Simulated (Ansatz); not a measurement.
Ansatz (a quantum-chemistry and plane-wave program) input (B3LYP-D3(BJ)/def2-TZVP):

Ansatz 0.2 input:
```yaml
crystal:
  periodic: [false, false, false]
  atoms:
    - {symbol: Si, position_ang: [-0.06408322, -0.19284479, -0.53381759]}
    - {symbol: N, position_ang: [-1.28496913, 0.06785695, 0.55632362]}
    - {symbol: Si, position_ang: [-2.95070793, -0.06335654, 0.47285531]}
    - {symbol: O, position_ang: [1.37248755, 0.18523951, 0.26042908]}
    - {symbol: Si, position_ang: [2.93642428, 0.28226812, 0.15787822]}
    - {symbol: H, position_ang: [0.22194129, -1.56927467, -1.02939505]}
    - {symbol: H, position_ang: [0.04819110, 0.64127734, -1.76379038]}
    - {symbol: H, position_ang: [-3.66446394, 0.85242079, -0.46999595]}
    - {symbol: H, position_ang: [-3.51895715, -1.39431134, 0.09403139]}
    - {symbol: H, position_ang: [-3.51605450, 0.23830522, 1.81109980]}
    - {symbol: H, position_ang: [3.41456422, 0.82427329, 1.43842396]}
    - {symbol: H, position_ang: [3.39491792, 1.16835168, -0.93063342]}
    - {symbol: H, position_ang: [3.58038007, -1.02588860, -0.07470256]}
basis:
  gaussian:
    orbitals: def2-TZVP
hamiltonian:
  xc: b3lyp
  dispersion: d3bj
total_charge: -1
relax: {f_tol: 0.002, max_steps: 150}
```

End of the output:

```
relax step  76: F+E_penalty+E_count = -27309.68507857 eV  Δ(F+E_penalty+E_count) = -7.280e-7 eV  max|allowed force component| = 2.957e-3 eV/Å  Δτ_max = 0.0014 Å  (20 SCF iters, accepted)
these checks for a lower state are left out or cut short: starts, cluster_reference, orbital_swaps, neighbouring_geometries, increment
integrals: 0.17 GiB planned
1441 factors; their error is unknown
0.28 GiB of the device are held for the grids
1.25 GiB of device memory are held for the factors and their scratch space
mean field: 1.10 GiB planned
mean field -27309.10132578 eV, -1003.5909629485 hartree, gradient 2.9e-5 eV, S^2 0.000000; 0 other end points of the search recorded, 0 dependent functions left out
the calculation of the forces begins
reference -27309.10165850 eV, -1003.5909751759 hartree; 33, 33 occupied and 188, 188 virtual orbitals, 1441 factors
relax step  77: F+E_penalty+E_count = -27309.68507909 eV  Δ(F+E_penalty+E_count) = -5.163e-7 eV  max|allowed force component| = 2.064e-3 eV/Å  Δτ_max = 0.0006 Å  (20 SCF iters, accepted)
these checks for a lower state are left out or cut short: starts, cluster_reference, orbital_swaps, neighbouring_geometries, increment
integrals: 0.17 GiB planned
1441 factors; their error is unknown
0.28 GiB of the device are held for the grids
1.25 GiB of device memory are held for the factors and their scratch space
mean field: 1.10 GiB planned
mean field -27309.10131007 eV, -1003.5909623715 hartree, gradient 7.2e-5 eV, S^2 0.000000; 0 other end points of the search recorded, 0 dependent functions left out
the calculation of the forces begins
reference -27309.10164280 eV, -1003.5909745989 hartree; 33, 33 occupied and 188, 188 virtual orbitals, 1441 factors
relax step  78: F+E_penalty+E_count = -27309.68507984 eV  Δ(F+E_penalty+E_count) = -7.522e-7 eV  max|allowed force component| = 8.804e-4 eV/Å  Δτ_max = 0.0013 Å  (20 SCF iters, accepted)
integrals: 0.17 GiB planned
1441 factors; their error is unknown
0.28 GiB of the device are held for the grids
1.25 GiB of device memory are held for the factors and their scratch space
mean field: 1.10 GiB planned
mean field evaluation 544: about -27309.1013 eV, gradient 1.3e-3 eV
mean field -27309.10131007 eV, -1003.5909623715 hartree, gradient 7.2e-5 eV, S^2 0.000000; 1 other end points of the search recorded, 0 dependent functions left out
the calculation of the forces begins
reference -27309.10164280 eV, -1003.5909745989 hartree; 33, 33 occupied and 188, 188 virtual orbitals, 1441 factors
Total energy: -27309.68541256 eV, -1003.6124277420 hartree
Atom 0 at     0.049988    -0.269694    -1.510325 Å, force     0.000548    -0.000880     0.000057 eV/Å
Atom 1 at    -0.866467    -0.526587    -0.189481 Å, force    -0.000262     0.000385    -0.000199 eV/Å
Atom 2 at    -2.146367    -0.177376     0.780609 Å, force     0.000009     0.000046     0.000128 eV/Å
Atom 3 at     1.631420     0.169820    -1.078011 Å, force    -0.000293     0.000131    -0.000453 eV/Å
Atom 4 at     2.155233     0.344662     0.452655 Å, force    -0.000112     0.000084     0.000395 eV/Å
Atom 5 at     0.273927    -1.464077    -2.392308 Å, force    -0.000076     0.000252     0.000037 eV/Å
Atom 6 at    -0.363154     0.830476    -2.450790 Å, force    -0.000186     0.000167     0.000226 eV/Å
Atom 7 at    -2.988835     1.020769     0.403806 Å, force     0.000086    -0.000107    -0.000075 eV/Å
Atom 8 at    -3.173830    -1.276269     0.905736 Å, force     0.000165     0.000032    -0.000055 eV/Å
Atom 9 at    -1.781157     0.101089     2.216319 Å, force    -0.000042    -0.000030    -0.000085 eV/Å
Atom 10 at     1.445465     1.391845     1.230475 Å, force     0.000187     0.000024    -0.000027 eV/Å
Atom 11 at     3.583673     0.779588     0.371595 Å, force    -0.000038    -0.000039    -0.000073 eV/Å
Atom 12 at     2.149776    -0.909928     1.248426 Å, force     0.000013    -0.000066     0.000124 eV/Å
Dipole moment:     0.566513     0.144893     0.019124 e Å
```

It need not be the lowest isomer of its formula. Whether it binds its extra electron was not tested at this geometry.
